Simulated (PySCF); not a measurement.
# C₈H₁₃FSi: full NMR table

| Item | Value |
| --- | --- |
| Formula | C8H13FSi |
| SMILES | C/C=C1\[SiH2][C@@H](C2CC2)[C@@H]1F |
| InChI | InChI=1S/C8H13FSi/c1-2-6-7(9)8(10-6)5-3-4-5/h2,5,7-8H,3-4,10H2,1H3/b6-2-/t7-,8+/m1/s1 |
| Point group of the computed structure | C1 |
| Degrees of unsaturation | 3 |
| Carbon signals | 8 |
| Proton signals | 11 |

Mapped SMILES: `[CH3:1]/[CH:2]=[C:3]1\[SiH2:4][C@@H:5]([CH:6]2[CH2:7][CH2:8]2)[C@@H:9]1[F:10]`. Hydrogens are named by the atom that carries them. Ha(C7), Ha(C8) are cis to C5 on the ring; Ha(Si4) is cis to C6 on the ring; Hb(C7), Hb(C8) are trans to C5 on the ring; Hb(Si4) is trans to C6 on the ring.

Method: shielding tensors at PBE0/pcSseg-1 (GIAO), geometry from GFN2-xTB, in PySCF 2.14.0 with density-fitted response routines (one computed conformer, no solvent, rapidly exchanging positions averaged, no relativistic terms).

Shifts are taken against calculated references (same method and geometry level): 1H and 13C and 29Si against TMS; 19F against CFCl3.

```tsv
carbon	δC, type	δH (multiplicity)	HMBC from (2–3 bonds)	span of the C tensor (ppm)
C1	24.4, CH3	1.89 (d)	H(C2)	35
C2	151.0, CH	6.91 (m)	H(C9), Hb(Si4), Ha(Si4), H(C1)	248
C3	143.3, C	–	H(C2), H(C9), Hb(Si4), Ha(Si4), H(C5), H(C1)	175
C5	43.3, CH	2.81 (m)	H(C9), Hb(Si4), Ha(Si4), H(C6), Hb(C7), Hb(C8), Ha(C8), Ha(C7)	52
C6	13.5, CH	1.38 (m)	H(C9), Hb(Si4), Ha(Si4), H(C5), Hb(C7), Hb(C8), Ha(C8), Ha(C7)	80
C7	8.4, CH2	Hb(C7) 0.66 (m); Ha(C7) -0.23 (m)	H(C5), H(C6), Hb(C8), Ha(C8)	66
C8	3.6, CH2	Ha(C8) 0.12 (m); Hb(C8) 0.44 (m)	H(C5), H(C6), Hb(C7), Ha(C7)	64
C9	100.9, CH	5.40 (m)	H(C2), Hb(Si4), Ha(Si4), H(C5), H(C6)	60
```

Other nuclei:
| atoms | nucleus | environment | δ (ppm) | σ (ppm) |
| --- | --- | --- | --- | --- |
| Hb(Si4) | 1H | hydrogen on a silicon bonded to 2 C, in a 4-membered ring | 4.62 | 27.10 |
| Ha(Si4) | 1H | hydrogen on a silicon bonded to 2 C, in a 4-membered ring | 4.30 | 27.42 |
| F10 | 19F | fluorine on an sp3 carbon | -172.2 | 343.2 |
| Si4 | 29Si | silicon bonded to 2 C, 2 H, in a 4-membered ring | -70.7 | 419.9 |

- Carbon types of the structure: 1 × C, 4 × CH, 2 × CH2, 1 × CH3, leaving 2 H on heteroatoms.
- δC 151.0: alkene CH; the olefinic region.
- δC 143.3: fully substituted alkene carbon; the olefinic region.
- δC 100.9: allylic sp3 CH bonded to F; the inductive effect lowers its shielding.
- δC 13.5, 8.4, 3.6: three-membered-ring carbon; carbons of three-membered rings are unusually shielded.
- δH 1.89: hydrogen on an allylic methyl carbon; allylic position.

Splittings by 19F in the carbon and heteronuclear signals aren't shown, as no couplings were computed. Shifts are as computed. Against solution values, carbons near 30 ppm lie about +3 ppm off and those near 130 ppm about +5 ppm. Of 1309 compounds with measured shifts, 239 miss one by over three times the rms of a fit or turn the order of signals round; such compounds aren't used in these exercises. Unscaled 19F shifts against computed CFCl3 carry errors that often reach 10 to 50 ppm. Multiplicities follow the n + 1 count of equivalent neighbours, as no J values were calculated; m marks all less simple cases, F and P coupling included.
